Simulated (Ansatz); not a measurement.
A nudged elastic band was laid between two geometries of a periodic cell of 32 atoms, BH11C20 (surface C(100)-2x1, underside capped with H, adsorbate BH3, already come apart at the first end).

Computed with DFT PBE, scalar-relativistic, plane waves, PAW (Ansatz). Settings: PAW set soft_1, cutoff 420 eV, k mesh 3x3x1, gaussian smearing 0.02 eV, no spin polarisation.

| Item | Value |
| --- | --- |
| movable images | 5 |
| climbing image | yes |
| spring | 5.0 eV/Å² |
| optimiser | quadratic models (default) |
| start path | IDPP |
| force threshold | 0.03 eV/Å |
| iteration limit | 67 |
| end points | relaxed |
| atoms held | 1 to 16 |

Image 0:

```xyz
32
Lattice="5.0487 0.0000 0.0000 0.0000 5.0487 0.0000 0.0000 0.0000 15.1647" Properties=species:S:1:pos:R:3
H 2.160 0.000 1.000
H 0.365 0.000 1.000
H 4.684 0.000 1.000
H 2.889 0.000 1.000
H 2.160 2.524 1.000
H 0.365 2.524 1.000
H 4.684 2.524 1.000
H 2.889 2.524 1.000
C 1.262 0.000 1.635
C 3.787 0.000 1.635
C 1.262 2.524 1.635
C 3.787 2.524 1.635
C 1.262 1.262 2.527
C 3.787 1.262 2.527
C 1.262 3.787 2.527
C 3.787 3.787 2.527
C -0.022 1.262 3.347
C 2.546 1.262 3.347
C 0.000 3.786 3.506
C 2.524 3.786 3.506
C -0.009 0.088 4.347
C 2.534 0.088 4.347
C -0.012 2.439 4.348
C 2.536 2.439 4.348
C 1.262 0.563 5.027
C 3.787 0.430 5.174
C 1.262 1.953 5.006
C 3.787 2.108 5.202
B 3.788 2.535 6.701
H 4.827 2.691 7.285
H 3.787 5.027 6.178
H 2.750 2.666 7.291
```

Image 6:

```xyz
32
Lattice="5.0487 0.0000 0.0000 0.0000 5.0487 0.0000 0.0000 0.0000 15.1647" Properties=species:S:1:pos:R:3
H 2.160 0.000 1.000
H 0.365 0.000 1.000
H 4.684 0.000 1.000
H 2.889 0.000 1.000
H 2.160 2.524 1.000
H 0.365 2.524 1.000
H 4.684 2.524 1.000
H 2.889 2.524 1.000
C 1.262 0.000 1.635
C 3.787 0.000 1.635
C 1.262 2.524 1.635
C 3.787 2.524 1.635
C 1.262 1.262 2.527
C 3.787 1.262 2.527
C 1.262 3.787 2.527
C 3.787 3.787 2.527
C -0.022 1.263 3.347
C 2.546 1.263 3.347
C 0.000 3.788 3.506
C 2.524 3.788 3.506
C -0.012 0.085 4.348
C 2.536 0.085 4.348
C -0.010 2.437 4.348
C 2.534 2.437 4.347
C 1.262 0.571 5.006
C 3.786 0.416 5.202
C 1.262 1.962 5.028
C 3.787 2.096 5.173
B 3.788 5.030 6.700
H 3.784 2.547 6.178
H 4.828 4.900 7.287
H 2.752 4.867 7.287
```

(1) Which bonds break or form, and what moves?

(2) What energy profile does the band end with?

(3) What is the geometry of the highest image?

The band took 59 iterations and about 80 core-minutes.

## Answers

(1) Contacts lost: C26–H31, C28–B29, B29–H30. Contacts made: C26–B29, C28–H30, B29–H31. The atom that moves furthest is B29, by 2.50 Å.

(2) The run converged. The highest image is number 3 of 0 to 6, 2.18 eV above the ends, which have the same energy within 2 meV. Neighbouring images differ by up to 1.5 eV, so the band resolves the path poorly. By the program's own check the climbing image is of a kind that is not told: the force calls were inconclusive, a negative curvature could not be distinguished from the path's own, the only one lies far off the path, or fixed occupations may fill a level only in part (lowest curvatures found: -4.42 and 0.27 eV/Å²). Limits of this set-up: thin slab, slab without dipole correction.

```tsv
image	path coordinate (Å)	energy (eV)	C26–H31 (Å)	C28–B29 (Å)	B29–H30 (Å)
0	0.00	0.00	1.10	1.56	1.20
1	1.85	1.49	1.24	1.62	1.24
2	3.71	2.03	2.60	1.66	1.54
3	5.56	2.18	2.44	1.80	1.29
4	6.42	0.82	2.48	2.46	1.70
5	7.27	0.08	2.43	2.81	2.22
6	8.12	0.00	2.40	2.61	2.54
```

(3) 
```xyz
32
Lattice="5.0487 0.0000 0.0000 0.0000 5.0487 0.0000 0.0000 0.0000 15.1647" Properties=species:S:1:pos:R:3:forces:R:3
H 2.160 0.000 1.000 -8.88 -0.02 0.07
H 0.365 0.000 1.000 8.88 -0.02 0.07
H 4.684 0.000 1.000 -8.89 -0.06 0.07
H 2.889 0.000 1.000 8.89 -0.06 0.06
H 2.160 2.524 1.000 -8.88 0.02 0.07
H 0.365 2.524 1.000 8.88 0.02 0.07
H 4.684 2.524 1.000 -8.88 0.06 0.06
H 2.889 2.524 1.000 8.88 0.06 0.06
C 1.262 0.000 1.635 0.02 0.01 1.05
C 3.787 0.000 1.635 -0.01 -0.17 0.93
C 1.262 2.524 1.635 0.00 -0.01 1.04
C 3.787 2.524 1.635 0.00 0.17 0.93
C 1.262 1.262 2.527 0.00 0.03 -1.69
C 3.787 1.262 2.527 -0.01 -0.01 -3.26
C 1.262 3.787 2.527 0.02 -0.01 -0.04
C 3.787 3.787 2.527 -0.01 -0.01 0.52
C -0.044 1.261 3.372 0.00 0.00 0.00
C 2.568 1.263 3.373 0.00 0.00 0.00
C 0.024 3.786 3.472 0.00 0.00 0.00
C 2.500 3.786 3.475 0.00 0.00 0.00
C -0.019 0.060 4.352 0.00 0.00 0.00
C 2.544 0.064 4.350 0.00 0.00 0.00
C -0.020 2.465 4.347 0.00 0.00 0.00
C 2.540 2.464 4.358 0.00 0.00 0.00
C 1.262 0.569 5.021 0.00 0.00 0.00
C 3.790 0.048 5.205 0.00 0.00 0.00
C 1.261 1.959 5.030 0.00 0.00 0.00
C 3.788 2.437 5.206 0.00 0.00 0.00
B 3.650 3.879 6.266 0.00 0.00 0.00
H 4.509 2.941 6.509 0.00 0.00 0.00
H 4.678 3.786 7.064 0.00 0.00 0.00
H 2.689 3.777 6.976 0.00 0.00 0.00
```

The run took 45 min on 2 threads of Arm Neoverse V2, on a shared host, peak memory 1.4 GiB.
